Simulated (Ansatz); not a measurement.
Relaxation of CH₅NOZn (9 atoms, charge 0, multiplicity 1), to a largest force component of 0.015 eV/Å in at most 40 steps.

All numbers below come from RKS B3LYP/def2-SVP in Ansatz 0.2.0.

```xyz
9
Properties=species:S:1:pos:R:3:forces:R:3
N -0.989 2.009 0.234 0.69 0.22 -0.12
Zn 0.423 0.814 0.341 -0.78 -0.51 0.29
C 0.905 -1.128 0.249 -0.08 0.60 -0.54
O -0.187 -1.265 -0.675 -0.29 -0.15 -0.23
H -1.893 1.581 0.080 -0.20 -0.32 -0.13
H -1.131 2.730 0.927 0.10 0.30 0.22
H 1.835 -1.454 -0.221 0.52 -0.02 -0.01
H 0.728 -1.738 1.138 0.07 -0.01 0.55
H -0.329 -2.197 -0.883 -0.05 -0.10 -0.04
```

**Question.** Where does it end, and by what steps?

**Answer.** It converged. The force dipped under the threshold on the way, but the program's further checks kept it going. After 38 steps the energy has fallen by 0.454 eV; H5 moved furthest, 1.42 Å.

```csv
step,energy less start (eV),largest force component (eV/Å),accepted
0,0.0000,0.780,yes
2,-0.3101,0.423,yes
4,-0.3705,2.503,yes
6,-0.4390,0.109,yes
8,-0.4428,0.035,yes
10,-0.4235,0.825,no
12,-0.4438,0.253,no
14,-0.4454,0.067,yes
16,-0.4471,0.105,yes
18,-0.4383,0.654,no
20,-0.4491,0.181,yes
22,-0.4506,0.064,yes
24,-0.4509,0.241,no
26,-0.4514,0.222,no
28,-0.4522,0.006,yes
30,-0.4524,0.166,no
32,-0.4532,0.039,yes
34,-0.4536,0.039,yes
36,-0.4538,0.035,yes
38,-0.4538,0.003,yes
```

```xyz
9
Properties=species:S:1:pos:R:3
N -0.884 2.270 0.578
Zn -0.204 0.591 0.285
C 0.679 -1.147 0.028
O -0.257 -2.085 -0.495
H -1.214 2.785 -0.238
H -1.606 2.360 1.293
H 1.550 -1.009 -0.648
H 1.101 -1.481 1.000
H 0.198 -2.930 -0.614
```

Whether the end is a true minimum wasn't checked by a vibrational analysis.

The run took 110 s on 2 threads of Arm Neoverse V1 (shared host), peak memory 0.21 GiB.
